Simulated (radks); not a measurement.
Valence configurations of the praseodymium ion Pr3+ (all share [Xe]). All-electron calculation, Dirac Kohn-Sham, LDA (Slater exchange, Perdew-Wang correlation), spin-unpolarised, spherical densities, point nucleus; open shells fill j = l - 1/2 first. Program: a radial shooting solver on a logarithmic mesh with Libxc functionals. Energies are relative to 4f2; eigenvalues in eV.

valence,E (eV),e(4f5/2),e(5d3/2),e(6p1/2),e(6s1/2)
4f2,0.000,-30.273,-,-,-
4f1.5 5d0.5,3.589,-33.532,-25.165,-,-
4f1.5 6p0.5,7.619,-35.459,-,-18.338,-
4f1 5d1,8.405,-37.001,-26.071,-,-
4f1 6s1,12.642,-40.100,-,-,-23.641
4f1 6p1,17.237,-40.936,-,-19.506,-
5d2,22.122,-,-27.852,-,-
4f0.5 6p1.5,29.112,-46.676,-,-20.550,-
6s2,33.439,-,-,-,-25.708
6p2,43.413,-,-,-21.528,-

NIST lists [Xe] 4f2 as the ground configuration; this level of theory agrees among the configurations tried. The energies are those of spherical spin-averaged densities, not of single terms.
